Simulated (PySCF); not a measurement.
**Threshold energies of AsBr in a plasma**

r²SCAN in PySCF with def2-TZVPPD on every atom, for the lowest determinant that a PBE0 search found; no spin–orbit coupling.

```json
{"species": "AsBr", "state (unpaired electrons)": "triplet (π ↑↑)", "Re (Å)": "2.298", "ωe (cm⁻¹)": "314", "energy of the minimum from the neutral (eV)": "0.00", "De (eV)": "2.99", "dissociates to": "As + Br"}
{"species": "AsBr⁺", "state (unpaired electrons)": "doublet (π ↑)", "Re (Å)": "2.185", "ωe (cm⁻¹)": "384", "energy of the minimum from the neutral (eV)": "8.98", "De (eV)": "4.13", "dissociates to": "As⁺ + Br"}
{"species": "AsBr⁻", "state (unpaired electrons)": "doublet (π ↑)", "Re (Å)": "2.443", "ωe (cm⁻¹)": "239", "energy of the minimum from the neutral (eV)": "-1.17", "De (eV)": "0.64", "dissociates to": "As + Br⁻"}
```

Question: Work out the lowest energy to break AsBr into atoms, from its vibrational ground state.

Answer: D0 = De − ωe/2 = 2.99 − 0.02 = 2.97 eV (r²SCAN/def2-TZVPPD).

Question: Work out the ionisation energy of the As atom at this level and the threshold of dissociative ionisation.

Answer: IE(As) = 8.98 + 4.13 − 2.99 = 10.12 eV, so As⁺ + Br + e⁻ appears at D0 + IE(As) = 13.09 eV (r²SCAN/def2-TZVPPD). The measured IE(As) is 9.789 eV (NIST ASD).

Question: Work out the electron affinity of the Br atom and the threshold of dissociative attachment.

Answer: EA(Br) = 2.99 − 0.64 − (-1.17) = 3.52 eV, so As + Br⁻ needs D0 − EA(Br) = -0.55 eV (negative: it is exothermic at zero electron energy) (r²SCAN/def2-TZVPPD). The measured EA(Br) is 3.364 eV.

Question: At which energy does ion-pair formation open?

Answer: As⁺ + Br⁻ lies at D0 + IE(As) − EA(Br) = 9.57 eV (r²SCAN/def2-TZVPPD).

These are thermodynamic thresholds; the onsets seen under electron impact lie higher where the geometry changes, and cross-sections peak well above them.

Spin–orbit coupling is left out. For an ion De counts to the pair picked by the measured ionisation energies or electron affinities, which need not be the lowest pair at this level. The highest Kohn–Sham level is positive in this anion. Much of that is self-interaction error, but it also means that the finite basis helps to hold the extra electron. States were picked by a PBE0 search and need not be the measured ground states.
